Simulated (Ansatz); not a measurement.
Ideal-gas functions of `Cl[CH2][AlH][Cl]` at 500 K and 1 bar, from an Ansatz frequency run at PBE0-D4/def2-TZVP.

Molar mass 112.92 g/mol, point group C1 (symmetry number 1), electronic degeneracy 1, moments of inertia 67.883, 297.152, 319.476 u Å². Harmonic wavenumbers (cm⁻¹, unscaled): 92, 163, 187, 474, 498, 576, 592, 684, 713, 1052, 1103, 1414, 1988, 3127, 3211.

Use S(trans) = R[1.5 ln M + 2.5 ln T − 1.1517]; rotational temperatures θ = 24.2544 K / I; S(rot) = R[ln(√π/σ · √(T³/θAθBθC)) + 1.5]; for each mode x = 1.438777 ν̃/T, S = R[x/(eˣ − 1) − ln(1 − e⁻ˣ)] and H = RT x/(eˣ − 1); 1 cm⁻¹ = 0.0119627 kJ/mol; R = 8.31446 J/(mol·K).

Problem. By hand: the entropy, in J/(mol·K).

Solution. Translation 178.6. Rotation: θ = 0.3573, 0.0816, 0.0759 K, giving 120.2. Vibration, mode by mode: 19.39, 14.68, 13.57, 6.35, 6.00, 5.00, 4.82, 3.91, 3.66, 1.69, 1.51, 0.73, 0.18, 0.01, 0.01, in all 81.5. Electronic 0.0. Sum 380.3 J/(mol·K).

Problem. By hand: H − E and G − E in kJ/mol, counted from the electronic energy.

Solution. Zero-point energy ½ × 15874 × 0.0119627 = 94.9; thermal vibration 21.2; translation, rotation and pV give 4 RT = 16.6. H − E = 132.7 kJ/mol, and G − E = 132.7 − 500 × 380.3/1000 = -57.4 kJ/mol.

Vibration gives 21 % of the entropy, 19.4 J/(mol·K) of it from the mode under 150 cm⁻¹: soft modes count most, and the harmonic formula is weakest for them. The sum counts one conformer and one mirror image; others add a mixing term.
